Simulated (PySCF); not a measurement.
Vertical excitations of a molecule CH10OSi4 from TDA-PBE/def2-SVPD run with PySCF, as energy in eV (oscillator strength): 4.93 (0.017), 4.93 (0.003), 5.49 (0.035), 5.57 (0.029), 5.65 (0.012), 5.69 (0.003). Lowest triplet (TDA): 4.44 eV. Geometry: PBE0-D3(BJ)/def2-SVP. One conformer was computed; it need not be the lowest.

### Question
Which structure fits?
(A) [SiH3][Si@@H]1[SiH2]CO[SiH2]1
(B) C1O[SiH2][SiH2][SiH2][SiH2]1
(C) [SiH3]O[SiH]1[SiH2]C[SiH2]1
(D) O[C@@H]1[SiH2][SiH2][Si@H]1[SiH3]

### Answer
A, [SiH3][Si@@H]1[SiH2]CO[SiH2]1
